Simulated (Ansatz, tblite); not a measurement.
Isomers of Be₃Se₂ (singlet), found by a short tight-binding search and relaxed with r2SCAN-D4/def2-SVP in Ansatz.

The xTB rows come from tblite. LC-ωPBE has ω = 0.4 bohr⁻¹. Correlated methods freeze 18 core orbitals; core or outer-core shells of Se are correlated, in sets that lack core-valence functions.

Run but left out: HF/def2-TZVPP (B: restricted singlet, unstable towards broken spin symmetry).

B: The restricted singlet is unstable towards broken spin symmetry in Hartree–Fock (as tested in another run); at PBE-D4/def2-TZVP, r2SCAN-D4/def2-TZVP, PBE0-D4/def2-TZVP, LC-ωPBE/def2-TZVP and others this wasn't settled. At CCSD(T)/def2-TZVPP the restricted singlet (for correlated methods, its reference) is unstable: a solution with broken spin symmetry lies lower.

Other spin states were run for one of them alone.

A:

Cartesian coordinates in Å:
```
Be -0.680 0.153 -0.581
Be 0.150 -0.338 1.473
Be 1.518 -0.038 -0.049
Se -1.857 -0.188 1.094
Se 0.869 0.410 -1.938
```

B:

Cartesian coordinates in Å:
```
Be 0.496 0.928 0.825
Be -0.895 -0.886 0.451
Be 0.399 -0.042 -1.276
Se -1.260 1.055 -0.429
Se 1.260 -1.056 0.429
```

**Question.** Estimate their order by electronic energy at PBE0-D4/def2-TZVP, counted from the lowest.

**Answer.** A (0.0) < B (154.9), in kJ/mol.

**Question.** Do the other levels pick the same lowest one?

**Answer.** All that were run do. Energies above each level's lowest (kJ/mol):

```csv
level,A,B
GFN1-xTB,0.0,39.9
GFN2-xTB,0.0,311.4
PBE-D4/def2-TZVP,0.0,126.6
r2SCAN-D4/def2-TZVP,0.0,155.0
PBE0-D4/def2-TZVP,0.0,154.9
LC-ωPBE/def2-TZVP,0.0,219.5
ωB97M-V/def2-TZVP,0.0,165.2
MP2/def2-TZVPP,0.0,122.8
CCSD/def2-TZVPP,0.0,173.3
CCSD(T)/def2-TZVPP,0.0,140.1
```
Point groups (tolerance 0.1 Å): A C2v, B D3h. Lower isomers may exist.
